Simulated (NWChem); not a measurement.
Program: NWChem. System: Ag2, charge 1, spin multiplicity 2, at the geometry of a parent with another charge or spin, in a state set for the comparison that need not be this species' ground state. Its SCF solution wasn't tested for a lower state. Level: UMP2/def2-TZVPD with def2 effective core potentials on Ag, 8 core orbitals frozen.

Output (cleaned and shortened):

```
             Northwest Computational Chemistry Package (NWChem) 7.3.0
             --------------------------------------------------------

                                NWChem Input Module
                                -------------------

 Scaling coordinates for geometry "geometry" by  1.889725989
 (inverse scale =  0.529177249)

 Turning off AUTOSYM since
 SYMMETRY directive was detected!

                             Geometry "geometry" -> ""
                             -------------------------

 Output coordinates in angstroms (scale by  1.889725989 to convert to a.u.)

  No.       Tag          Charge          X              Y              Z
 ---- ---------------- ---------- -------------- -------------- --------------
    1 Ag                  47.0000     0.00000000     0.00000000     1.29955000
    2 Ag                  47.0000     0.00000000     0.00000000    -1.29955000

 Effective nuclear repulsion energy (a.u.)     449.7528156055

            Nuclear Dipole moment (a.u.)
            ----------------------------
        X                 Y               Z
 ---------------- ---------------- ----------------
     0.0000000000     0.0000000000     0.0000000000

      Symmetry information
      --------------------

 Group name             D2h
 Group number             26
 Group order               8
 No. of unique centers     1

      Symmetry unique atoms

     1


 Summary of "ao basis" -> "" (spherical)
 ------------------------------------------------------------------------------
       Tag                 Description            Shells   Functions and Types
 ---------------- ------------------------------  ------  ---------------------
 *                         def2-tzvpd                 on all atoms

 Summary of "ao basis" -> "ao basis" (spherical)
 ------------------------------------------------------------------------------
       Tag                 Description            Shells   Functions and Types
 ---------------- ------------------------------  ------  ---------------------
 Ag                        def2-tzvpd               14       40   6s4p3d1f

                                 NWChem SCF Module
                                 -----------------

  ao basis        = "ao basis"
  functions       =    80
  atoms           =     2
  alpha electrons =    19
  beta  electrons =    18
  charge          =   1.00
  wavefunction    = UHF
  use symmetry    = T
  symmetry adapt  = T

[...]
     2   0 2 0    -24.952394    -14.393897    -10.558497      0.000000
     2   0 1 1      0.000000      0.000000     -0.000000      0.000000
     2   0 0 2    -13.000920   -122.741893   -119.434034    229.175008

                   NWChem MP2 Semi-direct Energy/Gradient Module
                   ---------------------------------------------

  Basis functions       =     80
  Molecular orbitals    =     80
  Frozen core           =      8
  Frozen virtuals       =      0
  Active alpha occupied =     11
  Active beta occupied  =     10
  Active alpha virtual  =     61
  Active beta virtual   =     62
  Use MO symmetry       = T
  Use skeleton AO sym   = T

  AO/Fock/Back tols     =   1.0D-09  1.0D-09  1.0D-09

 GA uses MA = F    GA memory limited = T

 Available:
  local mem=  1.26D+08
 global mem=  1.44D+08
 local disk=  0.00D+00
  mp2_memr nvloc                    61
  nvloc new                    61
   1 passes of  11:        5242880                      46592                   7297814.
   1 passes of  11: M    126143041           G      144166400           F     120900161.

 Semi-direct pass number   1 of   1  for UHF alpha       at        1.5s
  vrange nnbf                  3194
  mp2_eaftype                    27  avail_ma_in_mb                  1099
 EAF : mp2_eaftype filesize          27    3648907.
  mp2_eaf for mointskh                     27
Node 0 wrote     17.1 Mb in      0.0 s     Agg I/O rate:  1373.5 Mb/s
 Done moints_semi at        3.0s
  mp2_eaftype                    27  avail_ma_in_mb                  1072
 EAF : mp2_eaftype filesize          27    3648907.
  mp2_eaf for kh                    27
 Done maket at        3.1s
 Done multipass loop at        3.1s

 GA uses MA = F    GA memory limited = T

 Available:
  local mem=  1.26D+08
 global mem=  1.44D+08
 local disk=  0.00D+00
  mp2_memr nvloc                    62
  nvloc new                    62
   1 passes of  10:        5242880                      44043                   6743975.
   1 passes of  10: M    126143041           G      144166400           F     120900161.

 Semi-direct pass number   1 of   1  for UHF beta        at        3.2s
  vrange nnbf                  3194
  mp2_eaftype                    25  avail_ma_in_mb                  1099
 EAF : mp2_eaftype filesize          25    3371987.
  mp2_eaf for mointskh                     25
Node 0 wrote     15.8 Mb in      0.0 s     Agg I/O rate:  2065.7 Mb/s
 Done moints_semi at        4.4s
  mp2_eaftype                    25  avail_ma_in_mb                  1074
 EAF : mp2_eaftype filesize          25    3371987.
  mp2_eaf for kh                    25
 Done maket at        4.6s
 Done multipass loop at        4.6s

          -------------------------------------------
          SCF energy                -292.036276071340
          Correlation energy          -0.559340602712
          Singlet pairs                0.000000000000
          Triplet pairs                0.000000000000
          Total MP2 energy          -292.595616674052
          -------------------------------------------

          ---------------------------------------------------
                    Spin Component Scaled (SCS) MP2
          Same spin pairs                     -0.209247530753
          Same spin scaling factor             0.333333333333
          Opposite spin pairs                 -0.350093071958
          Opposite spin scaling fact.          1.200000000000
          SCS-MP2 correlation energy          -0.489860863268
          Total SCS-MP2 energy              -292.526136934608
          ---------------------------------------------------

 -----------------------
 Performance information
 -----------------------

 Timer overhead =  1.89D-07 seconds/call

               Nr. of calls         CPU time (s)                 Wall time (s)                GFlops
             ---------------    -------------------     ------------------------------   -------------------
Name         Min   Avg   Max    Min     Avg     Max     Min     Avg     Max   Mx/calls   Min     Max     Sum
mp2: moin     2     2     2    2.7     2.7     2.7      2.7     2.7     2.7     1.4      0.0     0.0     0.0
mp2: make     2     2     2   0.25    0.25    0.25     0.25    0.25    0.25    0.13      0.0     0.0     0.0
mp2: tota     1     1     1    3.1     3.1     3.1      3.1     3.1     3.1     3.1      0.0     0.0     0.0

 The average no. of pstat calls per process was 5.00D+00
 with a timing overhead of 9.44D-07s

 Task  times  cpu:        4.5s     wall:        4.5s

 Total times  cpu:        4.6s     wall:        4.6s
```

Write an NWChem input that would produce this output.

This is not unique; one that fits is 
```
start mol
memory heap 200 mb stack 900 mb global 1100 mb
charge 1
geometry units angstroms nocenter noautoz
  Ag     0.000000     0.000000     1.299550
  Ag     0.000000     0.000000    -1.299550
  symmetry group D2h
end
basis spherical
  * library def2-tzvpd
end
ecp
  Ag library def2-ecp
end
scf
  uhf
  nopen 1
  maxiter 100
  thresh 1e-7
  semidirect memsize 60000000 filesize 0
  # guess.movecs holds the orbitals of an unrestricted PBE0 run
  vectors input guess.movecs output mol.movecs
end
mp2
  freeze core 8
end
task mp2 energy
```
